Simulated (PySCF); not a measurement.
## Phosphorus: a sound run and one with changed settings

Sound run: P⁺ [Ne] 3s2 3p2, P²⁺ [Ne] 3s2 3p1. All numbers are calculated (PySCF 2.14, the spin-free X2C one-electron Hamiltonian (Gaussian nucleus), in cc-pVDZ-DK). In the sound run the correlated levels freeze [Ne]. The sound run starts from symmetry-adapted Hartree-Fock orbitals and uses a fine grid where one is needed.

Changed run: a valence shell is frozen. This setting is unsound on purpose.

| species | method | sound run (hartree) | changed run (hartree) | converged |
| --- | --- | --- | --- | --- |
| P⁺ | MP2 | -341.20817 | -341.16395 | yes |
| P⁺ | CCSD(T) | -341.22954 | -341.16629 | yes |

Ionisation energy of P⁺:

| method | sound run (eV) | changed run (eV) |
| --- | --- | --- |
| UHF | 19.168 | 19.168 |
| MP2 | 19.472 | 19.309 |
| SCS-MP2 | 19.395 | 19.215 |
| CCSD | 19.495 | 19.372 |
| CCSD(T) | 19.504 | 19.372 |
| CCSDT | n/a | 19.372 |
| FCI | n/a | 19.372 |

Freezing a valence shell removes pair correlation that changes on ionisation.

For comparison, NIST gives 19.769 eV between the lowest levels.
